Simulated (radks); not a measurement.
Results of a calculation; reference values are marked as such.
Isoelectronic series with 8 electrons, each ion in its NIST ground configuration. Level of theory: non-relativistic Kohn-Sham, r2SCAN, spin-polarised, spherical densities, point nucleus; open shells are filled with parallel spins first; meta-GGA in the generalised Kohn-Sham scheme (a radial shooting solver on a logarithmic mesh with Libxc functionals). Total energies (hartree) and mean radii <r> (bohr):

ion,configuration,E (hartree),2p down,2p up,2s down,2s up
O,[He] 2s2 2p4,-75.03333,1.354,1.213,1.167,1.124
F+,[He] 2s2 2p4,-99.05038,1.019,0.9594,0.9779,0.9504
Ne2+,[He] 2s2 2p4,-126.58591,0.8321,0.7977,0.8401,0.8211
Mg4+,[He] 2s2 2p4,-192.18534,0.6163,0.5998,0.6553,0.6445
Si6+,[He] 2s2 2p4,-271.80498,0.4916,0.4818,0.5372,0.5303
P7+,[He] 2s2 2p4,-316.86922,0.4468,0.4389,0.4929,0.4871
S8+,[He] 2s2 2p4,-365.43552,0.4096,0.4031,0.4553,0.4504
Cl9+,[He] 2s2 2p4,-417.50343,0.3782,0.3727,0.4231,0.4189

Estimate the row of Al5+ ([He] 2s2 2p4).

Answer. E (hartree) -230.24339; 2p down 0.5467; 2p up 0.5342; 2s down 0.5904; 2s up 0.5818.
